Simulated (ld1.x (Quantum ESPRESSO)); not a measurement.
## gold: PAW pseudisation with BLYP, scalar-relativistic reference atom.

ld1.x (Quantum ESPRESSO) 7.5 input, shortened:

```
&input
   title='Au', zed=79., rel=1, dft='BLYP', iswitch=3,
   config='[Xe] 4f14 5d10 6s1 6p0'
 /
 &inputp
   pseudotype=3, lpaw=.true., tm=.true., lloc=-2, rcloc=1.95,
   nlcc=.false.,
   which_augfun='BESSEL', rmatch_augfun=1.00
 /
6
5S  1  0   2.00   0.00  1.25  1.75  0.0
6S  2  0   1.00   0.00  1.25  1.75  0.0
5P  2  1   6.00   0.00  1.40  1.65  0.0
6P  3  1   0.00   0.00  1.40  1.65  0.0
5D  3  2  10.00   0.00  1.80  2.15  0.0
5D  3  2   0.00  -0.20  1.80  2.15  0.0
 &test
   configts(1)='5s2 5p6 5d10 6s1 6p0'
 /
```

Poles of the logarithmic derivatives, all-electron (AE) and pseudo (PS). s: poles at -7.9, 2.8 (AE) and -7.9, 2.8 (PS) Ry. p: poles at -4.3, 4.9 (AE) and -4.3, 4.9 (PS) Ry. d: poles at 0.1 (AE) and 0.1 (PS) Ry. Test radius 2.34 bohr.

- Cutoffs needed: 35 Ry and 60 Ry (the cutoffs (Ry, on a coarse ladder) from which the occupation-weighted sum of valence levels, in a spherical-Bessel basis at the reference potential, stays within 10 and 1 mRy of its value at 400 Ry)
- Ghost test: no extra level below or beside the all-electron valence levels (s, p, d, f tested) (spherical-Bessel basis up to 400 Ry, 20 bohr box)
- Configuration tests: test run stopped at test 6 of 7 (negative rho)
- Lowest eigenvalue of the overlap operator: 0.08 (s channel)
